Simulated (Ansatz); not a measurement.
Cartesian coordinates (Å):
```xyz
20

C     -0.2279     2.7347    -2.0815
C     -0.1736     1.7564    -1.3438
C     -0.1149     0.6174    -0.4859
C     -1.2772    -0.1517    -0.2030
Si    -2.9406     0.3231    -0.9655
C     -1.1691    -1.2755     0.6559
C      0.0435    -1.6548     1.2362
C      1.2122    -0.9049     0.9695
C      2.5601    -1.0933     1.4419
C      3.4251    -0.1454     0.9538
S      2.6583     1.0186    -0.0982
C      1.1126     0.2272     0.1065
H     -0.2835     3.5956    -2.7328
H     -3.3636     1.7037    -0.5441
H     -2.8885     0.2789    -2.4681
H     -3.9611    -0.6715    -0.4808
H     -2.0717    -1.8680     0.8719
H      0.0956    -2.5320     1.8988
H      2.8636    -1.9045     2.1174
H      4.5007    -0.0542     1.1519
```
Charge 0, spin multiplicity 1.

All values below come from Ansatz (a quantum-chemistry and plane-wave program) with frozen-core CCSD(T)/cc-pVDZ // PBE-D3(BJ)/def2-SVP. The restricted HF reference is unstable towards unrestricted orbitals.

```json
{
  "HF energy": "-1069.75481 Ha",
  "MP2 correlation energy": "-1.52946 Ha"
}
```

Estimate the CCSD correlation energy, the (T) correction, the total energy and the T1 diagnostic.


```yaml
CCSD correlation energy: -1.58880 Ha
"(T) correction": -0.07772 Ha
CCSD(T) total energy: -1071.42133 Ha
T1 diagnostic: 0.013
```
